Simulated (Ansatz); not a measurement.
Ansatz (a quantum-chemistry and plane-wave program) input (RI-MP2/def2-TZVPP):
A basis named .json is the Basis Set Exchange file of that set.

Ansatz 0.2 input:
```yaml
crystal:
  periodic: [false, false, false]
  atoms:
    - {symbol: Zn, position_ang: [-0.04728173, -0.00765725, 0.00429104]}
    - {symbol: H, position_ang: [0.95090284, -1.33051051, 0.01937606]}
    - {symbol: H, position_ang: [0.46754920, 1.56022813, -0.14810737]}
basis:
  gaussian:
    orbitals: def2-TZVPP
    fitting: {mean_field: def2-universal-jkfit, correlation: def2-TZVPP-RIFIT.json}
total_charge: -1
magnetization: {spin_polarized: true, initial_magnetization: 1}
correlation: {method: mp2, electrons: outside_noble_gas}
```

Output:

```
Functional definition: HF
integrals: 0.02 GiB planned
300 factors; integrals over basis functions are off by at most 1.2e0 eV
279 factors; integrals over basis functions are off by at most 1.7e2 eV
mean field: 0.15 GiB planned
mean field evaluation 1: about -48405.3570 eV, gradient 1.2e1 eV
mean field evaluation 2: about -48405.9913 eV, gradient 1.3e1 eV
mean field evaluation 4: about -48406.3192 eV, gradient 7.5e-1 eV
mean field evaluation 8: about -48406.3371 eV, gradient 1.2e-6 eV
mean field evaluation 16: about -48405.1667 eV, gradient 9.4e-2 eV
mean field -48406.33714224 eV, -1778.9000789836 hartree, gradient 1.2e-6 eV, S^2 0.752739; 4 other end points of the search recorded, 0 dependent functions left out
9 core orbitals not correlated
reference -48406.33714224 eV, -1778.9000789836 hartree; 8, 7 occupied and 75, 76 virtual orbitals, 279 factors
second order -14.37472538 eV of doubles, -0.00000000 eV of singles
Total energy: -48420.71186763 eV, -1779.4283403979 hartree
```

The spin state was set by rule; other spins were not relaxed.
